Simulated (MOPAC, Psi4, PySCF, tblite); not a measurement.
Interaction energy of C2H4 ··· Br- (SMILES C=C and [Br-]) (charge -1), singlet. Monomers: optimised at B3LYP-D3(BJ) (def2-TZVP), held rigid. Orientation: lowest of the rigid-body minima from ten starts at GFN2-xTB. Only R, the distance of the centres of mass, is varied, so the lowest point isn't the relaxed dimer.

Levels of theory: PM3, restricted, heats of formation (MOPAC); GFN2-xTB (tblite); RKS-B3LYP/6-31G* = restricted B3LYP/6-31G*, spherical d, no counterpoise correction (PySCF); SAPT0/jun-cc-pVDZ, frozen core (Psi4).

Interaction energies in kJ/mol; the last columns give the difference from SAPT0:

```
R / Å     PM3  GFN2-xTB  RKS-B3LYP/6-31G*  SAPT0/jun-cc-pVDZ  PM3 − SAPT0/jun-cc-pVDZ  GFN2-xTB − SAPT0/jun-cc-pVDZ  RKS-B3LYP/6-31G* − SAPT0/jun-cc-pVDZ
-----  ------  --------  ----------------  -----------------  -----------------------  ----------------------------  ------------------------------------
3.67    -8.58      7.66              3.96               5.42                   -14.00                          2.24                                 -1.46
3.87   -14.85     -4.23             -9.38              -7.22                    -7.62                          3.00                                 -2.16
4.02   -17.45     -7.61            -14.12             -11.94                    -5.51                          4.33                                 -2.18
4.23   -15.95     -8.73            -16.58             -14.63                    -1.32                          5.90                                 -1.95
4.42   -12.33     -8.30            -16.56             -14.86                     2.53                          6.56                                 -1.70
4.62    -9.28     -7.40            -15.43             -13.99                     4.71                          6.59                                 -1.44
4.93    -6.67     -5.96            -12.89             -11.87                     5.20                          5.91                                 -1.02
5.19    -5.35     -4.95            -10.69             -10.04                     4.69                          5.09                                 -0.65
5.74    -3.60     -3.41             -6.81              -6.94                     3.34                          3.53                                  0.13
6.41    -2.38     -2.43             -3.95              -4.54                     2.17                          2.12                                  0.59
7.43    -1.38     -2.22             -2.12              -2.60                     1.22                          0.38                                  0.47
8.70    -0.78         —             -1.19              -1.46                     0.68                             —                                  0.26
```

PM3 is furthest from SAPT0/jun-cc-pVDZ at 3.67 (-14.00 kJ/mol, below); its mean absolute difference over the points is 4.41 kJ/mol.

GFN2-xTB is furthest from SAPT0/jun-cc-pVDZ at 4.62 (6.59 kJ/mol, above); its mean absolute difference over the points is 4.15 kJ/mol.

RKS-B3LYP/6-31G* is furthest from SAPT0/jun-cc-pVDZ at 4.02 (-2.18 kJ/mol, below); its mean absolute difference over the points is 1.17 kJ/mol.

A dash means that the run gave no value there, or that the column was ended at a point which the program doubted or which failed a test of continuity chosen for this set; such a test can also cut sound points.
